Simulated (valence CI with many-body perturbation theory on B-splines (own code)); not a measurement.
# Tc22+: magnetic and hyperfine properties of the levels

Calculated by configuration interaction combined with many-body perturbation theory (CI+MBPT): three valence electrons over a frozen Dirac-Fock core [Ar], a basis of 7 s, 7 p, 8 d, 6 f, 4 g, 1 h functions for each j, with the one-electron correlation potential Σ1, the two-electron term Σ2, the three-electron term Σ3, Breit, model QED; selected CI, second order for the rest, scaled by the run's own slope (own B-spline code, finite nucleus).

No measured spectrum was set against this ion. As an estimate, terms of the open shell hold to 2 to 4 % of their energy, and close levels can change places. Only levels of the ground parity were solved; by the run's estimate the other parity begins above the list, which can be wrong where configurations are misplaced.

A/g_I is the dipole constant over the nuclear g factor μ/I (μ in nuclear magnetons, uniformly magnetised nucleus), B/Q the quadrupole constant per barn. Both hold the static response of the core; the bare values leave it out. Large factors of s and p1/2 electrons are usually good to 5 to 10 %; those of open d and f shells near neutrality can be off by tens of per cent, and small factors of p3/2, d and f electrons come from cancelling terms and can be off by a factor of two or in sign, in half-filled shells by more. B is blank for J = 1/2, where it vanishes, and for nearly pure S terms. Energies count from the lowest level.

Names give the largest LS component (configuration and term), which can be under half, so a name can repeat, a term be missing and a line seem to break the LS rules; names also repeat where a configuration has a term twice. Letters in brackets count levels of one name in rising energy.

| Level | E (eV) | g | A/g_I (MHz) | A/g_I bare | B/Q (MHz/b) | B/Q bare |
| --- | --- | --- | --- | --- | --- | --- |
| 3d3 4F_3/2 | 0.000 | 0.454 | 13000 | 12700 | -3740 | -3840 |
| 3d3 4F_5/2 | 2.475 | 1.032 | 7440 | 7480 | -2980 | -3060 |
| 3d3 4F_7/2 | 4.665 | 1.208 | 6300 | 6450 | -2900 | -2980 |
| 3d3 4F_9/2 | 6.354 | 1.262 | 6560 | 6740 | -2100 | -2160 |
| 3d3 4P_3/2 | 7.738 | 1.431 | 6140 | 6410 | -5000 | -5130 |
| 3d3 4P_1/2 | 8.706 | 2.196 | -7070 | -6270 |  |  |
| 3d3 2G_7/2 | 10.950 | 0.921 | 8370 | 8350 | 4170 | 4280 |
| 3d3 2H_9/2 | 11.431 | 1.044 | 7520 | 7570 | 9310 | 9540 |
| 3d3 4P_5/2 | 11.985 | 1.562 | 1970 | 2340 | 7010 | 7190 |
| 3d3 2D_3/2 [a] | 13.493 | 1.170 | 7090 | 7210 | -7510 | -7700 |
| 3d3 2P_1/2 | 14.419 | 1.135 | -529 | -371 |  |  |
| 3d3 2H_11/2 | 15.611 | 1.088 | 7270 | 7350 | 16300 | 16800 |
| 3d3 2D_5/2 [a] | 16.639 | 1.211 | 6430 | 6580 | -4290 | -4400 |
| 3d3 2G_9/2 | 17.187 | 1.039 | 6190 | 6250 | 6650 | 6820 |
| 3d3 2P_3/2 | 19.308 | 1.196 | 5970 | 6120 | 1090 | 1110 |
| 3d3 2F_7/2 | 20.903 | 1.133 | 7200 | 7300 | 4400 | 4520 |
| 3d3 2F_5/2 | 20.973 | 0.893 | 6700 | 6670 | 9810 | 10100 |
| 3d3 2D_5/2 [b] | 31.318 | 1.175 | 5560 | 5700 | 7720 | 7920 |
| 3d3 2D_3/2 [b] | 31.334 | 0.800 | 11600 | 11500 | 9660 | 9910 |

(1) Take the isotope of mass number 99, with I = 9/2, μ = 5.678 μN and Q = -0.129 b. What is the hyperfine structure of 3d3 2H_9/2?

Results:

(1) From the table A = 9490 MHz, B = -1200 MHz. Shifts from the centre of gravity in MHz: F = 0: -235000, F = 1: -226000, F = 2: -207000, F = 3: -178000, F = 4: -140000, F = 5: -92400, F = 6: -35300, F = 7: 31100, F = 8: 107000, F = 9: 192000.
